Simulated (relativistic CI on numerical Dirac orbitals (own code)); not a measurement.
**Radial parameters of Lu24+**

Computed by Dirac-Coulomb-Breit CI, orbitals from a KLI potential per configuration, a model potential for QED, unscaled Slater integrals (own radial code, finite nucleus).

Slater integrals F^k, G^k are unscaled and averaged over j, outside the closed core [Ar] 3d10; ζ comes from projecting the Hamiltonian with its Breit term on Σ l·s of the shell.

- 4s2 4p6 4d10 4f: ζ(4f) = 6091.7 cm⁻¹; <r>(4f) = 0.478, <r^2>(4f) = 0.2626 (bohr units).
- 4s2 4p6 4d9 4f2: ζ(4d) = 39597, F^2(4f,4f) = 217780, F^4(4f,4f) = 141620, F^6(4f,4f) = 103460, F^2(4d,4f) = 204700, F^4(4d,4f) = 133580, G^1(4d,4f) = 223140, G^3(4d,4f) = 149730, G^5(4d,4f) = 108790, ζ(4f) = 6028.8 cm⁻¹; <r>(4d) = 0.4876, <r^2>(4d) = 0.2721, <r>(4f) = 0.4787, <r^2>(4f) = 0.2633 (bohr units).
- 4s2 4p6 4d10 5p: ζ(5p) = 112830 cm⁻¹; <r>(5p) = 0.8926, <r^2>(5p) = 0.8905 (bohr units).

Averages of the first 10 configurations, taken without configuration mixing, which lowers the lowest level and can move excited configurations by several eV; other configurations of the list can lie among them:

```csv
Configuration,Parity,States,Average energy above the lowest level (eV)
4s2 4p6 4d10 4f,odd,14,2.2
4s2 4p6 4d10 5s,even,2,101.5
4s2 4p6 4d9 4f2,even,910,194.7
4s2 4p6 4d10 5p,odd,6,154.6
4s2 4p5 4d10 4f2,odd,546,386.9
4s2 4p6 4d10 5d,even,10,227.3
4s2 4p6 4d9 5s2,even,10,399.6
4s2 4p6 4d9 4f 5s,odd,280,292.3
4s2 4p6 4d10 5f,odd,14,303.6
4s 4p6 4d10 4f2,even,182,526.6
```
